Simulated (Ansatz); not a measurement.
Basis-set extrapolation for `C[SiH](N)N` (PBE0-D4/def2-TZVP geometry, frozen core, the Gaussian-basis code of Ansatz). Multiplicity 1, RHF reference.

```tsv
	def2-TZVPP	def2-QZVPP
HF	-440.514753	-440.532099
MP2 correlation	-0.737830	-0.790099
CCSD(T) correlation	-0.807911	not run
```

Energies in hartree. Use E(X) = E(∞) + A·exp(−7.88·√X) for Hartree–Fock and E(X) = E(∞) + B·X^(−2.97) for correlation, with X = 3 and 4, and add CCSD(T) minus MP2 of the smaller set to the MP2 limit.

**Question.** What is the CCSD(T) energy at the basis-set limit?

**Answer.** HF limit: -440.532099 + (-0.017346) × 0.13774 = -440.53449. MP2 limit: -0.790099 + (-0.052269) × 0.74074 = -0.82882. Higher-order term: -0.807911 − (-0.737830) = -0.07008. Total: -441.43339 hartree, 3.01 eV below CCSD(T)/def2-TZVPP.
